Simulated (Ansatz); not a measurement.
Cs2Cl2, relaxed as a triplet with UKS PBE-D4/def2-TZVP in Ansatz, starting from the PBE-D4/def2-TZVP geometry of the neutral singlet. Force threshold 0.02 eV/Å.

In the def2 sets Cs takes a core potential; there is no spin–orbit coupling. In the triplet, Cl3 and Cl4 lie 2.68 Å apart (atoms count from 1), so these atoms are partly bonded to each other. The relaxation made no stability test and no search for a lower SCF solution. At PBE-D4/def2-TZVP a singlet of charge 0 lies 3.84 eV below the triplet, each at its own geometry. The structure comes from a short search, and lower isomers may exist.

Start:

```xyz
4

Cs   -1.018    1.385    1.535
Cs    1.018   -1.385   -1.535
Cl   -1.362   -1.599    0.540
Cl    1.362    1.599   -0.540
```

```json
{"step": "1", "energy (eV)": "-26134.3637", "largest force component (eV/Å)": "0.584", "SCF passes": "34"}
{"step": "2", "energy (eV)": "-26134.5373", "largest force component (eV/Å)": "0.235", "SCF passes": "26"}
{"step": "3", "energy (eV)": "-26134.5948", "largest force component (eV/Å)": "0.133", "SCF passes": "80"}
{"step": "4", "energy (eV)": "-26134.6805", "largest force component (eV/Å)": "0.263", "SCF passes": "24"}
{"step": "5", "energy (eV)": "-26134.7866", "largest force component (eV/Å)": "0.386", "SCF passes": "21"}
{"step": "6", "energy (eV)": "-26134.9216", "largest force component (eV/Å)": "0.497", "SCF passes": "19"}
{"step": "7", "energy (eV)": "-26135.0563", "largest force component (eV/Å)": "0.483", "SCF passes": "18"}
{"step": "8", "energy (eV)": "-26135.1743", "largest force component (eV/Å)": "0.383", "SCF passes": "20"}
{"step": "9", "energy (eV)": "-26135.2201", "largest force component (eV/Å)": "0.398", "SCF passes": "19"}
{"step": "10", "energy (eV)": "-26135.2483", "largest force component (eV/Å)": "0.016", "SCF passes": "17"}
```

Force components are those of the run's own axes.

End:

```xyz
4

Cs   -1.3682    1.8622    2.0640
Cs    1.3689   -1.8625   -2.0633
Cl   -0.8416   -0.9877    0.3332
Cl    0.8410    0.9880   -0.3339
```

By distances, no bond broke or formed, bridged metal pairs apart. The bond that changes most is Cs1–Cl3, from 3.16 to 3.38 Å (atoms count from 1). Metal–metal contacts that move far: Cs1–Cs2 4.61 to 6.20 Å.

No frequencies were taken in this run, so the end may be a saddle point.

Hardware: 4 threads of Arm Neoverse V1 on a shared host. Wall time 24 s.
